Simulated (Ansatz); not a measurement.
`NB[SeH]` + H–F → `FB[SeH]` + NH₃ at 298.15 K and 1 bar (ligand exchange at a B–N bond).

Gas-phase electronic energies from Ansatz, PBE0-D4/def2-TZVP geometries. CCSD(T)/CBS adds triple-zeta CCSD(T) − MP2 to the extrapolated MP2 energy (def2 sets, frozen cores). This one scheme is used for every species. For Se outer-core shells are correlated without core-valence functions, which leaves a few kJ/mol of doubt a bond. Scalar relativity is left out up to krypton. Each species was taken in one conformer, which may not be the lowest.

```json
{"species": "`NB[SeH]`", "CCSD(T)/CBS energy (Eh)": "-2482.67368", "H − E (kJ/mol)": "141.8", "S (J/(mol·K))": "290.2"}
{"species": "H–F", "CCSD(T)/CBS energy (Eh)": "-100.39570", "H − E (kJ/mol)": "33.5", "S (J/(mol·K))": "173.6"}
{"species": "`FB[SeH]`", "CCSD(T)/CBS energy (Eh)": "-2526.56401", "H − E (kJ/mol)": "75.0", "S (J/(mol·K))": "281.6"}
{"species": "NH₃", "CCSD(T)/CBS energy (Eh)": "-56.50880", "H − E (kJ/mol)": "100.5", "S (J/(mol·K))": "192.4"}
```

H − E and S are ideal-gas, rigid-rotor, harmonic terms from PBE0-D4/def2-TZVP, for one conformer and one mirror image of each species. 1 Eh = 2625.50 kJ/mol, R = 8.31446 J/(mol·K).

Task: By hand: ΔE, ΔH, ΔS and ΔG.

Result: ΔE = (-2526.56401) + (-56.50880) − (-2482.67368) − (-100.39570) = -0.00343 Eh = -9.0 kJ/mol. Δ(H − E) = 75.0 + 100.5 − 141.8 − 33.5 = 0.2, so ΔH = -8.8 kJ/mol. ΔS = 281.6 + 192.4 − 290.2 − 173.6 = 10.2 J/(mol·K). ΔG = -8.8 − 298.15 × (10.2)/1000 = -11.8 kJ/mol.

Task: By hand: the equilibrium constant, and the temperature at which ΔG would vanish if ΔH and ΔS stayed fixed.

Result: log₁₀ K = −ΔG/(RT ln 10) = 2.1. ΔH and −TΔS have one sign here, so there is no such temperature.

TΔS isn't small against ΔH here. A doubt of 5 kJ/mol in ΔE shifts log₁₀ K by 0.9 here. Other conformers and mirror images would add mixing entropy, several J/(mol·K) or more a flexible species. These are equilibria of isolated gas molecules and say nothing of rates. Largest T1 diagnostic: 0.012 (customary marks: 0.02 for closed shells, 0.045 for open ones).

ΔS is within the doubt of such terms, so its sign, and with it that verdict, could turn.
